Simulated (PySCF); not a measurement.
SMILES [I][GeH]([I])[I] (HGeI3) (PBE0/def2-SVP optimised geometry):

```
5

Ge    -0.823    -0.824     0.000
I     -1.684    -2.060     2.007
I      1.687    -0.824     0.000
I     -1.687     1.532     0.000
H     -1.318    -1.532    -1.269
```

Computed with PySCF with PBE0/def2-TZVP, def2 effective core potentials past Kr.

### Question
What are the frontier orbital energies and the dipole moment?

### Answer
HOMO-2 -7.92 eV, HOMO-1 -7.92 eV, HOMO -7.70 eV, LUMO -2.75 eV, LUMO+1 -0.86 eV; dipole moment 0.65 D.
